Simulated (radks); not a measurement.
Effect of the nuclear size on the gallium ion Ga+, [Ar] 3d10 4s2. Calculated with a radial shooting solver on a logarithmic mesh with Libxc functionals: Dirac Kohn-Sham, LDA (Slater exchange, Perdew-Wang correlation), spin-unpolarised, spherical densities, finite nucleus; Fermi nuclear charge, rms radius 3.9973 fm. The rms radius is varied about that value; shifts are against it.

rms radius (fm) = 3.5616: total energy shift (eV) -0.0579; density at nucleus (e/bohr^3) 2.83e+04; 1s1/2 shift (meV) -24.6; 2s1/2 shift (meV) -2.37; 3s1/2 shift (meV) -0.346; 3p1/2 shift (meV) 0.038
rms radius (fm) = 3.7535: total energy shift (eV) -0.0332; density at nucleus (e/bohr^3) 2.821e+04; 1s1/2 shift (meV) -14.1; 2s1/2 shift (meV) -1.36; 3s1/2 shift (meV) -0.199; 3p1/2 shift (meV) 0.022
rms radius (fm) = 3.9973: total energy shift (eV) 0; density at nucleus (e/bohr^3) 2.811e+04; 1s1/2 shift (meV) 0.000; 2s1/2 shift (meV) 0.000; 3s1/2 shift (meV) 0.000; 3p1/2 shift (meV) 0.000
rms radius (fm) = 4.1252: total energy shift (eV) 0.0182; density at nucleus (e/bohr^3) 2.805e+04; 1s1/2 shift (meV) 7.73; 2s1/2 shift (meV) 0.744; 3s1/2 shift (meV) 0.109; 3p1/2 shift (meV) -0.012
rms radius (fm) = 4.9966: total energy shift (eV) 0.156; density at nucleus (e/bohr^3) 2.774e+04; 1s1/2 shift (meV) 66.5; 2s1/2 shift (meV) 6.40; 3s1/2 shift (meV) 0.936; 3p1/2 shift (meV) -0.102

Slopes of the eigenvalues against <r^2> in GHz/fm^2, as finite differences over the two radii next to the reference (eigenvalue slopes, not the field-shift constants of lines): 1s1/2 1800, 2s1/2 173, 3s1/2 25.4, 3p1/2 -2.78.
